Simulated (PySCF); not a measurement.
C4H6N2Si: core ionisation energies

Compound: Si(CN)2Me2, C₄H₆N₂Si.
Structure used (PBE0-D3(BJ)/def2-SVP), in Å, numbered top down from 1:
```
atom  x, y, z in Å
Si1    0.207   -0.006    0.148
C2     0.294   -0.017    2.008
N3     0.299   -0.021    3.167
C4     1.981   -0.017   -0.417
N5     3.070   -0.017   -0.812
C6    -0.589    1.577   -0.414
H7    -0.583    1.632   -1.513
H8    -0.048    2.448   -0.017
H9    -1.632    1.623   -0.065
C10   -0.615   -1.572   -0.426
H11   -1.641   -1.633   -0.033
H12   -0.054   -2.451   -0.078
H13   -0.657   -1.598   -1.526
```

Computed with delta-SCF UKS SCAN, pcX-2 on the ionised atom, pcseg-1 elsewhere, spin-free X2C in PySCF. These are vertical core ionisation energies against the vacuum level, from separate self-consistent calculations with and without the core hole.

Problem. List the computed XPS lines with their assignment.

Solution. 
| atom(s) | environment | level | binding energy (eV) | 2p1/2 (eV) | above the level's lowest (eV) | count |
| --- | --- | --- | --- | --- | --- | --- |
| Si1 | silicon bonded to 4 C | Si 1s | 1848.31 | – | 0.00 | 1 |
| N3/N5 | nitrogen bonded to C | N 1s | 405.56 | – | 0.00 | 2 |
| C2/C4 | carbon bonded to N and Si | C 1s | 292.06 | – | +0.84 | 2 |
| C6/C10 | carbon bonded to Si and 3 H | C 1s | 291.22 | – | 0.00 | 2 |
| Si1 | silicon bonded to 4 C | Si 2p3/2 | 108.35 | 108.97 | 0.00 | 1 |

The listed C 1s values span 0.84 eV, from C6/C10 (bonded to 3 H and Si) to C2/C4 (bonded to N and Si).

Problem. Which photon energy gives electrons from C 1s of C6/C10 a kinetic energy of 100 eV, and what is their de Broglie wavelength?

Solution. hν = 291.22 + 100 = 391.22 eV, recoil neglected; λ = 12.264 Å/√(E/eV) = 1.23 Å.

Problem. Which effective nuclear charge Zeff reproduces each element's mean 1s value in the hydrogen-like formula E = 13.606 eV × Zeff²?

Solution. C (Z = 6): mean 291.6 eV, Zeff = 4.63, Z − Zeff = 1.37; N (Z = 7): mean 405.6 eV, Zeff = 5.46, Z − Zeff = 1.54; Si (Z = 14): mean 1848.3 eV, Zeff = 11.66, Z − Zeff = 2.34. Means run over the listed sites, weighted by atom count.

The first atom of each set that the bonding makes equivalent was ionised and stands for the set. For 2p shells one spin-free hole was relaxed; a mean-field spin–orbit operator and the ground-state splitting of the three 2p orbitals were then diagonalised within the shell. The shell's mean is (2 × 2p3/2 + 2p1/2)/3, and the degeneracies 2j + 1 give areas of 2:1. 2p1/2 minus 2p3/2 (ligand field included): Si 0.63 eV. Isolated species at its PBE0-D3(BJ)/def2-SVP geometry, gas phase.

Hardware: one thread of an Arm Neoverse V1, no GPU (shared host). Cost: 39 s wall, 0.57 GiB resident at most.
